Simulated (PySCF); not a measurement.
This PySCF input asks for the NMR shieldings of SMILES S=P1(C[SiH3])CCOCC1, C$_{5}$H$_{13}$OPSSi; the geometry comes from GFN2-xTB.

```python
import basis_set_exchange as bse
import numpy as np
from pyscf import gto, dft
from pyscf.prop import nmr

atoms = """
Si    3.212407   -0.396086   -0.414408
C     1.794451    0.288330    0.666281
P     0.243021   -0.643443    0.415111
S     0.302507   -2.545036    0.779486
C    -1.036190    0.263804    1.394415
C    -2.401299   -0.206073    0.888520
O    -2.624035    0.136146   -0.457686
C    -1.822686   -0.589761   -1.356960
C    -0.342396   -0.207694   -1.279342
H     2.857723   -0.192524   -1.821542
H     4.387895    0.406980   -0.077488
H     3.427397   -1.805414   -0.118986
H     1.606060    1.344227    0.469526
H     2.045980    0.176425    1.723136
H    -0.930052    1.341964    1.257043
H    -0.919305    0.014489    2.452146
H    -2.476429   -1.297432    1.019705
H    -3.206141    0.274928    1.451060
H    -1.922148   -1.670078   -1.165020
H    -2.222976   -0.367988   -2.350129
H    -0.212687    0.861261   -1.460599
H     0.228492   -0.778623   -2.015119
"""
names = dict.fromkeys(["Si", "C", "P", "S", "O", "H"], "pcSseg-1")
basis = {el: gto.basis.parse(bse.get_basis(n, elements=[el], fmt="nwchem")) for el, n in names.items()}
mol = gto.M(atom=atoms, basis=basis, charge=0, verbose=0)
mf = dft.RKS(mol, xc="PBE0")
mf.grids.level = 2
mf.grids.alignment = dft.numint.BLKSIZE   # the property module wants whole blocks of grid points
mf.conv_tol = 1e-9
mf.kernel()

calc = nmr.RKS(mf)   # GIAO
C = mf.mo_coeff
Co = C[:, mf.mo_occ > 0]
resp = mf.gen_response(singlet=True, hermi=2)
def vind(x):   # induced exchange potential for any number of trial vectors
    d = np.einsum("pi,xij,qj->xpq", C, 2 * x.reshape(-1, C.shape[1], Co.shape[1]), Co, optimize=True)
    return np.einsum("xpq,pi,qj->xij", resp(d - d.transpose(0, 2, 1)), C, Co, optimize=True).ravel()
mo1, _ = nmr.rhf.solve_mo1(calc, with_cphf=vind)
sigma = calc.kernel(mo1)
for i, s in enumerate(sigma):   # ppm
    w = np.linalg.eigvalsh((s + s.T) / 2)
    print("%2d %-2s iso %8.1f  s11 %8.1f  s22 %8.1f  s33 %8.1f" % (i, mol.atom_pure_symbol(i), w.mean(), *w))
```

Problem. What does it print?

Solution. 
```
 0 Si iso    432.8  s11    413.7  s22    426.6  s33    457.9
 1 C  iso    165.6  s11    146.2  s22    156.0  s33    194.5
 2 P  iso    306.0  s11    222.6  s22    243.7  s33    451.9
 3 S  iso    768.6  s11    638.4  s22    770.1  s33    897.2
 4 C  iso    144.7  s11    131.9  s22    146.7  s33    155.6
 5 C  iso    119.6  s11     92.0  s22     98.3  s33    168.4
 6 O  iso    281.3  s11    223.7  s22    293.6  s33    326.5
 7 C  iso    119.9  s11     91.5  s22     98.6  s33    169.6
 8 C  iso    149.1  s11    138.7  s22    147.6  s33    161.0
 9 H  iso     27.9  s11     23.5  s22     27.7  s33     32.6
10 H  iso     27.9  s11     24.2  s22     25.1  s33     34.3
11 H  iso     27.2  s11     22.5  s22     27.6  s33     31.6
12 H  iso     30.7  s11     25.5  s22     29.5  s33     37.1
13 H  iso     30.4  s11     26.2  s22     29.0  s33     36.1
14 H  iso     29.8  s11     26.3  s22     28.3  s33     35.0
15 H  iso     30.3  s11     26.8  s22     28.6  s33     35.5
16 H  iso     27.4  s11     23.1  s22     27.8  s33     31.2
17 H  iso     27.5  s11     22.0  s22     26.5  s33     34.0
18 H  iso     27.4  s11     23.2  s22     27.9  s33     31.3
19 H  iso     27.5  s11     21.8  s22     26.7  s33     33.8
20 H  iso     30.0  s11     26.1  s22     28.7  s33     35.1
21 H  iso     30.3  s11     25.9  s22     29.5  s33     35.4
```

These numbers come from an equivalent density-fitted implementation of the same equations, which agrees with the script to about 0.01 ppm for H and up to a few tenths of a ppm for heavy atoms, so last digits may differ.

Problem. Turn these shieldings into chemical shifts. Referencing at the same level of theory: ²⁹Si (349.16 ppm), ¹³C (186.93 ppm), ¹H (31.72 ppm) against TMS; ³¹P (318.38 ppm) against H3PO4; ³³S (503.73 ppm) vs CS2; ¹⁷O (336.08 ppm) vs H2O.

Solution. Averaging equivalent atoms: Si 0: -83.6; C 5/7: 67.2; C 4/8: 40.0; C 1: 21.4; P 2: 12.3; S 3: -265; O 6: 54.8; H 16/18: 4.31; H 17/19: 4.24; H 9/10/11: 4.04; H 14/20: 1.82; H 15/21: 1.43; H 12/13: 1.15 ppm. Experimental scales use liquid or dissolved standards, which lie at an offset from isolated H2O (liquid H2O: subtract about 36 ppm) and H3PO4.

Size and cost of the density-fitted run: 239 basis functions, 70 s wall time on 1 thread of an Arm Neoverse V1, shared host.
